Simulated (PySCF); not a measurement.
H₆N₃Si, SMILES N[Si](N)N, multiplicity 2. Atoms are numbered in the order given.

```xyz
10

N      0.4647     1.5562     0.2288
Si     0.0000     0.0000    -0.4224
N      1.1153    -1.1805     0.2288
N     -1.5800    -0.3757     0.2288
H     -0.2712     2.0876     0.6895
H      1.0587     2.1720    -0.3195
H      1.3516    -2.0028    -0.3195
H      1.9435    -0.8089     0.6895
H     -2.4103    -0.1691    -0.3195
H     -1.6723    -1.2787     0.6895
```
Charge 0, spin multiplicity 2.

Geometry: B3LYP-D3(BJ)/def2-SVP. Other conformers were not sampled.

The numbers are results of PBE/def2-TZVP (PySCF), not measurements.

Atomic charges (e):

```
atom  meta-Löwdin  Mulliken  Mulliken spin
----  -----------  --------  -------------
N1          -0.71     -0.54           0.07
Si2          0.74      0.29           0.74
N3          -0.71     -0.54           0.07
N4          -0.71     -0.54           0.07
H5           0.23      0.22           0.01
H6           0.23      0.22           0.00
H7           0.23      0.22           0.00
H8           0.23      0.22           0.01
H9           0.23      0.22           0.00
H10          0.23      0.22           0.01
```

Q: Give the Mayer and Wiberg (Löwdin basis) orders of the bonds. (The exact figures need the calculation; the answer reports its results.)

A: 
| bond | Mayer | Wiberg |
|---|---|---|
| N1–Si2 | 1.12 | 1.56 |
| Si2–N3 | 1.12 | 1.56 |
| Si2–N4 | 1.12 | 1.56 |
| N1–H5 | 0.91 | 0.95 |
| N1–H6 | 0.92 | 0.96 |
| N3–H7 | 0.92 | 0.96 |
| N3–H8 | 0.91 | 0.95 |
| N4–H9 | 0.92 | 0.96 |
| N4–H10 | 0.91 | 0.95 |
